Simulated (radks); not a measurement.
Values are calculated unless marked as measured or tabulated.
Question: W3.75+, 70.25 electrons, occupied as [Xe] 4f14 5d2.25 (fractional occupations, a model configuration). Code: a radial shooting solver on a logarithmic mesh with Libxc functionals. Model: Dirac Kohn-Sham, PBE, spin-unpolarised, spherical densities, finite nucleus; open shells are shared between the two j in proportion to 2j + 1; Fermi nuclear charge, rms radius 5.3658 fm. Some entries of the table are withheld. Estimate them.

orbital  occ.  eigenvalue (eV)  <r> (bohr)  <r^2> (bohr^2)
1s1/2       2        -69411.87     0.01835       0.0004632
2s1/2       2              (1)     0.07695        0.007063
2p1/2       2        -11485.08     0.06365        0.005042
2p3/2       4        -10132.39     0.07161        0.006242
3s1/2       2        -2795.468      0.2006         0.04613
3p1/2       2        -2562.968      0.1905         0.04232
3p3/2       4        -2270.462      0.2053         0.04891
3d3/2       4        -1878.125      0.1797         0.03792
3d5/2       6        -1814.508      0.1842         0.03972
4s1/2       2        -608.2212         (2)             (3)
4p1/2       2        -511.6901      0.4546          0.2355
4p3/2       4        -443.9163      0.4878          0.2709
4d3/2       4        -285.1777      0.5047          0.2955
4d5/2       6        -272.6889      0.5162          0.3088
5s1/2       2        -118.2136       1.061           1.263
5p1/2       2         -89.3237       1.161             (4)
5p3/2       4         -79.1686       1.254             (5)
4f5/2       6         -74.0948      0.6005          0.4509
4f7/2       8         -71.8506      0.6098          0.4655
5d3/2     0.9         -40.9044       1.663           3.176
5d5/2    1.35         -39.8513       1.702           3.328

Answer: 
(1) 2s1/2 eigenvalue (eV): -12005.85
(2) 4s1/2 <r> (bohr): 0.4495
(3) 4s1/2 <r^2> (bohr^2): 0.2283
(4) 5p1/2 <r^2> (bohr^2): 1.521
(5) 5p3/2 <r^2> (bohr^2): 1.776
